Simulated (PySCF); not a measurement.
# Lu³⁴⁺: ionisation energy

Lu³⁴⁺ [Kr] 4d1 [4d3/2^1, M_J = 3/2] → Lu³⁵⁺ [Kr], as a difference of total energies. Computed with PySCF 2.14 in an even-tempered Gaussian basis (17 s from 3.5 bohr⁻², ratio 2.8; 14 p from 4.6 bohr⁻², ratio 2.8; 9 d from 4.6 bohr⁻², ratio 2.8; 3 f from 16 bohr⁻², ratio 3), with the two-component X2C-1e Hamiltonian. Correlated levels: [Ar] 3d10 frozen; the 98 highest virtual spinors dropped. "Screened" scales the spin-orbit matrix elements by Boettger's factors to mimic the two-electron term; Breit and QED terms are absent.

```
                    method  ionisation energy (eV)
           GHF (spin-free)                  1386.7
          GMP2 (spin-free)                  1386.8
 GHF (screened spin-orbit)                  1395.9
GMP2 (screened spin-orbit)                  1396.1
```

Breit and QED terms and the two-electron picture change are absent.

The spin-free rows lack the spin-orbit shift.

For comparison: 1395 ± 5 eV (theoretical estimate listed by NIST; NIST Atomic Spectra Database, ionization energies).
